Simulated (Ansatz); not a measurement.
Geometry optimisation, Ansatz, RKS PBE0-D4/cc-pVDZ.

The input (input.yaml):

```yaml
crystal:
  periodic: [false, false, false]
  atoms:
    - { symbol: F, position_ang: [-0.3472, -2.5667, 0.922] }
    - { symbol: Al, position_ang: [-0.7588, -1.0386, -0.0422] }
    - { symbol: Si, position_ang: [0.6546, 0.8293, 0.076] }
    - { symbol: Cl, position_ang: [-2.4731, -0.9443, -1.3366] }
    - { symbol: H, position_ang: [2.0351, 0.4302, -0.3736] }
    - { symbol: H, position_ang: [0.7484, 1.3182, 1.4789] }
    - { symbol: H, position_ang: [0.2023, 1.904, -0.7703] }
basis:
  gaussian: { orbitals: cc-pVDZ }
hamiltonian:
  xc: pbe0
  dispersion: d4
relax:
  f_tol: 0.015
  max_steps: 40
```

Run as:

```bash
$ ansatz run input.yaml --threads 1 --pin off --max-ram 2048MiB --backend cpu --events-out ev --progress --plain --runs-dir out
```

Task: Where does it end, and by what steps?

Result: It converged. After 5 steps the energy has fallen by 0.397 eV; Cl4 moved furthest, 0.18 Å.

```tsv
step	energy less start (eV)	largest force component (eV/Å)	accepted
0	0.0000	2.977	yes
1	-0.3154	1.605	yes
2	-0.3857	0.387	yes
3	-0.3961	0.063	yes
4	-0.3974	0.018	yes
5	-0.3974	0.008	yes
```

```xyz
7
Properties=species:S:1:pos:R:3
F -0.453 -2.470 0.824
Al -0.775 -1.068 -0.061
Si 0.710 0.850 0.089
Cl -2.509 -1.114 -1.278
H 2.086 0.449 -0.353
H 0.785 1.321 1.511
H 0.217 1.966 -0.779
```

Whether the end is a true minimum wasn't checked by a vibrational analysis.

Time of the run: 29 s on 1 thread of Arm Neoverse V2, with other jobs on the host, peak memory 0.19 GiB.
